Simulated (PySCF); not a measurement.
Open-shell species derived from `FC1C([SiH3])=C1Cl`. All by UKS B3LYP (pcH-1 on C Cl F H Si) in PySCF, non-relativistic with spin–orbit coupling as a perturbation, on GFN2-xTB geometries; isolated species, one conformer each; SCF stability not tested. Couplings are magnitudes for isotopes of over 50 % abundance, averaged over nuclei equivalent by connectivity (but not across a short bond from an atom whose three angles sum to over 350°); populations are Mulliken's. The geometries weren't refined by DFT: couplings that depend on bond lengths, twists or pyramidal angles can differ widely from those at the functional's own minimum.

| species | change | ⟨S²⟩ | g1 | g2 | g3 | largest spin population on | largest couplings |
| --- | --- | --- | --- | --- | --- | --- | --- |
| F[C]1C([SiH3])=C1Cl | H removed from sp3 C | 0.755 | 2.0014 | 2.0038 | 2.0049 | carbon bonded to 2 C and F (0.76) | 1 × 19F 477 MHz, 3 × 1H 9 MHz |
| F[C@@H]1[C](Cl)[C@@H]1[SiH3] | H added to sp2 C | 0.753 | 2.0017 | 2.0089 | 2.0095 | carbon bonded to 2 C and Cl (0.79) | 1 × 1H 100 MHz, 1 × 1H 39 MHz, 1 × 19F 28 MHz, 1 × 35Cl 16 MHz, and 1 smaller |

Task: Predict the same entries for `F[C@@H]1[C]([SiH3])[C@H]1Cl` [radical] (H added to sp2 C).

Result: ⟨S²⟩: 0.754; g1: 2.0018; g2: 2.0024; g3: 2.0053; largest spin population on: carbon bonded to 2 C and Si (0.92); largest couplings: 1 × 19F 149 MHz, 1 × 1H 96 MHz, 1 × 1H 54 MHz, 3 × 1H 40 MHz, and 1 smaller. The Mulliken spin populations are largest on C3 (+0.92), Cl6 (+0.07) and C5 (-0.06). No atom but C3 exceeds +0.15. The angles at C3 add up to 354.8°, so it is nearly planar. (Numbering: [F:1][C@@H:2]1[C:3]([SiH3:4])[C@H:5]1[Cl:6] (hydrogens: H7 on C2; H8, H9, H10 on Si4; H11 on C5).)

Task: Which has the highest and which the lowest g_iso, and which the widest g anisotropy?

Result: Highest: F[C@@H]1[C](Cl)[C@@H]1[SiH3] (2.0067, largest spin population on carbon bonded to 2 C and Cl). Lowest: F[C@@H]1[C]([SiH3])[C@H]1Cl (2.0032, largest spin population on carbon bonded to 2 C and Si). Widest: F[C@@H]1[C](Cl)[C@@H]1[SiH3], g3 − g1 = 0.0078, which alone would spread the powder pattern at 94 GHz over 13.0 mT.

Task: How many first-order lines does each doublet give under fast tumbling, over what width, and where is its centre at 9.5 GHz?

Result: 
```json
{"species": "F[C@@H]1[C]([SiH3])[C@H]1Cl", "lines": "128", "width (mT)": "16.7", "centre (mT)": "338.84"}
{"species": "F[C]1C([SiH3])=C1Cl", "lines": "8", "width (mT)": "18.0", "centre (mT)": "338.81"}
{"species": "F[C@@H]1[C](Cl)[C@@H]1[SiH3]", "lines": "128", "width (mT)": "7.9", "centre (mT)": "338.24"}
```

Splittings under 0.05 mT aren't counted.

Means can hide wide spreads in the frozen geometry: F[C@@H]1[C]([SiH3])[C@H]1Cl, 3 × 1H from 3 to 84 MHz (mean 40); F[C]1C([SiH3])=C1Cl, 3 × 1H from -1 to 15 MHz (mean 9); F[C@@H]1[C](Cl)[C@@H]1[SiH3], 3 × 1H from -2 to 11 MHz (mean 3).
